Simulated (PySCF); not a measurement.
SMILES [O](C)[Al]([O]CC)[O]CC (C₅H₁₃AlO₃), singlet, GFN2-xTB optimised geometry.

```
22

Al    -0.29    -0.82     0.00
O     -1.13    -2.25     0.00
C     -2.35    -2.94     0.00
H     -3.20    -2.26     0.00
H     -2.41    -3.56    -0.90
H     -2.40    -3.58     0.88
O      1.37    -0.82     0.00
C      2.55    -1.58    -0.01
C      2.27    -3.07    -0.05
H      3.14    -1.28    -0.88
H      3.12    -1.33     0.90
H      1.70    -3.31    -0.94
H      3.20    -3.63    -0.05
H      1.68    -3.35     0.82
O     -1.13     0.61     0.00
C     -1.09     2.01     0.01
C      0.33     2.55     0.07
H     -1.59     2.37    -0.90
H     -1.66     2.36     0.88
H      0.89     2.19    -0.79
H      0.33     3.63     0.07
H      0.82     2.18     0.97
```

Density from PySCF with B3LYP/def2-SVP at that geometry.

Minimum of the electron density along straight lines between bonded atoms, close to the bond critical point (lines longer than 1.1 times the sum of covalent radii, or with two minima, are not listed):

```
bond     length / Å  ρ at the minimum / e bohr⁻³  ∇²ρ there / e bohr⁻⁵  position (fraction from the first atom)
-------  ----------  ---------------------------  --------------------  ---------------------------------------
Al1–O2        1.661                        0.103                  1.00                                     0.43
O2–C3         1.398                        0.256                 -0.33                                     0.66
C3–H4         1.092                        0.283                 -1.08                                     0.63
C3–H5         1.094                        0.281                 -1.06                                     0.63
C3–H6         1.094                        0.281                 -1.06                                     0.63
Al1–O7        1.660                        0.104                  1.01                                     0.43
O7–C8         1.397                        0.256                 -0.31                                     0.66
C8–C9         1.520                        0.253                 -0.60                                     0.51
C8–H10        1.098                        0.281                 -1.05                                     0.63
C8–H11        1.098                        0.281                 -1.05                                     0.63
C9–H12        1.087                        0.277                 -1.02                                     0.63
C9–H13        1.087                        0.276                 -1.01                                     0.62
C9–H14        1.087                        0.278                 -1.02                                     0.63
Al1–O15       1.660                        0.104                  1.01                                     0.43
O15–C16       1.397                        0.256                 -0.31                                     0.66
C16–C17       1.521                        0.252                 -0.60                                     0.51
C16–H18       1.098                        0.281                 -1.05                                     0.63
C16–H19       1.098                        0.281                 -1.05                                     0.63
C17–H20       1.087                        0.278                 -1.02                                     0.63
C17–H21       1.087                        0.276                 -1.01                                     0.62
C17–H22       1.087                        0.277                 -1.02                                     0.63
```
